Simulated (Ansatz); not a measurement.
Calculated with Ansatz (gas phase, PBE0-D4/def2-TZVP geometries, no zero-point term in ΔE). CCSD(T)/CBS is the MP2 limit (def2-TZVPP, def2-QZVPP) plus CCSD(T) − MP2 in def2-TZVPP, frozen cores. This one scheme is used for every species. DFT in def2-TZVPP. Each species was taken in one conformer, which may not be the lowest.

`[F][Al]([O][SiH3])[O][SiH3]` + HCl → `[SiH3][O][Al]([Cl])[O][SiH3]` + H–F  (ligand exchange at the Al–F bond)

CCSD(T)/CBS gives +18.0 kJ/mol.

Q: Another level gave +19.5 kJ/mol. Which?
A. PBE0-D4/def2-TZVPP
B. B2PLYP/def2-TZVPP
C. BLYP/def2-TZVPP
D. PBE/def2-TZVPP

A: D. PBE 19.5, PBE0-D4 13.2, B2PLYP 24.7, BLYP 30.8 kJ/mol.

Largest T1 diagnostic among the species: 0.012.

From PBE to PBE0 (25 % exact exchange), in def2-TZVPP and without D4, ΔE moves by −3.2 kJ/mol. The D4 term adds −5.3 kJ/mol with B3LYP and −3.1 kJ/mol with PBE0; it sums over pairs of atoms, weighted by their polarisabilities, and B3LYP, whose exchange is more repulsive, gets the larger term.

CCSD(T)/CBS has its own doubt, a few kJ/mol and more with outer-core shells, so smaller differences from it don't rank the levels.

B3LYP here is the variant with VWN-RPA as its local correlation; programs differ in this.
